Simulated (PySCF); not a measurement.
Species: C₅H₁₁NSSi.
Numbering: `[CH3:1][C:2](=[S:3])[C@@H:4]1[CH2:5][NH:6][SiH2:7][CH2:8]1` (hydrogens: H9, H10, H11 on C1; H12 on C4; H13, H14 on C5; H15 on N6; H16, H17 on Si7; H18, H19 on C8)

The same species was optimised twice, with GFN2-xTB and with PBE0-D3(BJ)/def2-SVP (PySCF), and the same property calculations (PySCF, gas phase) were run on both structures.

| coordinate | GFN2-xTB | PBE0-D3(BJ)/def2-SVP | change |
| --- | --- | --- | --- |
| N6–Si7 (Å) | 1.714 | 1.733 | +0.019 |
| C2–C4 (Å) | 1.493 | 1.508 | +0.015 |
| Si7–C8 (Å) | 1.905 | 1.894 | -0.011 |
| C4–C8 (Å) | 1.540 | 1.550 | +0.010 |
| C1–C2 (Å) | 1.490 | 1.496 | +0.006 |
| C2=S3 (Å) | 1.626 | 1.630 | +0.004 |
| C5–N6 (Å) | 1.449 | 1.452 | +0.003 |
| C4–C5 (Å) | 1.529 | 1.532 | +0.003 |
| C1–C2–C4 (°) | 116.4 | 114.6 | -1.8 |
| C2–C4–C8 (°) | 109.3 | 110.5 | +1.2 |
| C4–C8–Si7 (°) | 103.8 | 102.5 | -1.3 |
| C2–C4–C5 (°) | 114.7 | 115.8 | +1.1 |
| N6–Si7–C8 (°) | 92.0 | 93.1 | +1.1 |
| C1–C2–S3 (°) | 120.8 | 121.9 | +1.1 |
| C5–N6–Si7 (°) | 114.3 | 113.5 | -0.8 |
| S3–C2–C4 (°) | 122.7 | 123.5 | +0.8 |
| C1–C2–C4–C5 (°) | -149 | -150 | -1 |

Rotational constants: A = 2830, B = 846.6, C = 770.3 MHz (GFN2-xTB) against A = 2813, B = 833.8, C = 750.0 MHz (PBE0-D3(BJ)/def2-SVP). Point groups within 0.08 Å: C1 and C1.

On the GFN2-xTB structure: HOMO (eV) -6.08 [PBE0/pcSseg-1]; LUMO (eV) -1.89 [PBE0/pcSseg-1]; dipole (D) 2.09 [PBE0/pcSseg-1]; GIAO shielding of C1 (ppm) 141.2 [PBE0/pcSseg-1]; GIAO shielding of C2 (ppm) -96.7 [PBE0/pcSseg-1]; GIAO shielding of S3 (ppm) -412.3 [PBE0/pcSseg-1]; GIAO shielding of C4 (ppm) 127.0 [PBE0/pcSseg-1]; GIAO shielding of C5 (ppm) 128.7 [PBE0/pcSseg-1]; GIAO shielding of N6 (ppm) 246.1 [PBE0/pcSseg-1]; GIAO shielding of Si7 (ppm) 374.5 [PBE0/pcSseg-1]; GIAO shielding of C8 (ppm) 160.8 [PBE0/pcSseg-1].

Question: What do these properties become on the PBE0-D3(BJ)/def2-SVP structure?

Answer: 
```json
{"property": "HOMO (eV)", "level": "PBE0/pcSseg-1", "on GFN2-xTB": "-6.08", "on PBE0-D3(BJ)/def2-SVP": "-6.15", "change": "-0.07"}
{"property": "LUMO (eV)", "level": "PBE0/pcSseg-1", "on GFN2-xTB": "-1.89", "on PBE0-D3(BJ)/def2-SVP": "-1.95", "change": "-0.06"}
{"property": "dipole (D)", "level": "PBE0/pcSseg-1", "on GFN2-xTB": "2.09", "on PBE0-D3(BJ)/def2-SVP": "2.11", "change": "+0.02"}
{"property": "energy, GFN2-xTB geometry as zero (kcal/mol)", "level": "PBE0/pcSseg-1", "on GFN2-xTB": "0.0", "on PBE0-D3(BJ)/def2-SVP": "-1.8", "change": "-1.8"}
{"property": "GIAO shielding of C1 (ppm)", "level": "PBE0/pcSseg-1", "on GFN2-xTB": "141.2", "on PBE0-D3(BJ)/def2-SVP": "139.5", "change": "-1.7"}
{"property": "GIAO shielding of C2 (ppm)", "level": "PBE0/pcSseg-1", "on GFN2-xTB": "-96.7", "on PBE0-D3(BJ)/def2-SVP": "-97.2", "change": "-0.5"}
{"property": "GIAO shielding of S3 (ppm)", "level": "PBE0/pcSseg-1", "on GFN2-xTB": "-412.3", "on PBE0-D3(BJ)/def2-SVP": "-421.1", "change": "-8.8"}
{"property": "GIAO shielding of C4 (ppm)", "level": "PBE0/pcSseg-1", "on GFN2-xTB": "127.0", "on PBE0-D3(BJ)/def2-SVP": "124.3", "change": "-2.7"}
{"property": "GIAO shielding of C5 (ppm)", "level": "PBE0/pcSseg-1", "on GFN2-xTB": "128.7", "on PBE0-D3(BJ)/def2-SVP": "130.2", "change": "+1.5"}
{"property": "GIAO shielding of N6 (ppm)", "level": "PBE0/pcSseg-1", "on GFN2-xTB": "246.1", "on PBE0-D3(BJ)/def2-SVP": "245.5", "change": "-0.6"}
{"property": "GIAO shielding of Si7 (ppm)", "level": "PBE0/pcSseg-1", "on GFN2-xTB": "374.5", "on PBE0-D3(BJ)/def2-SVP": "373.0", "change": "-1.5"}
{"property": "GIAO shielding of C8 (ppm)", "level": "PBE0/pcSseg-1", "on GFN2-xTB": "160.8", "on PBE0-D3(BJ)/def2-SVP": "161.3", "change": "+0.5"}
```

The heavy atoms differ by 0.057 Å rms after alignment. Among bonds between heavy atoms N6–Si7 changes most (+0.019 Å). Changes are differences of the printed values. Neither structure is proved a minimum here.
